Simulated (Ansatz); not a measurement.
Reaction (SMILES): [SiH3]N[SiH2]O[SiH3] → [SiH2]N[SiH2]O[SiH3] + H atom (the H-Si bond at the site shown breaks; other sites are not compared here)
Geometries: B3LYP-D3(BJ)/def2-TZVP minima from Ansatz (a program for electronic structure), one conformer each, not searched for the lowest.

Quantity: bond dissociation energy (electronic energy difference), in kcal/mol. Correlated levels leave the core frozen unless marked. Open shells are spin-unrestricted. Spin-orbit coupling is left out. Non-relativistic unless marked X2C. CBS(X,Y): correlation extrapolated as X^-3; Hartree-Fock from the larger set.

| level | program | bond dissociation energy (kcal/mol) |
|---|---|---|
| HF/6-31G* | Ansatz | 77.4 |

### Question
What does CCSD(T)/CBS(cc-pV(T+d)Z,cc-pV(Q+d)Z) (Ansatz) give?

### Answer
96.4 kcal/mol, so HF/6-31G* differs from it by -19.0 kcal/mol.
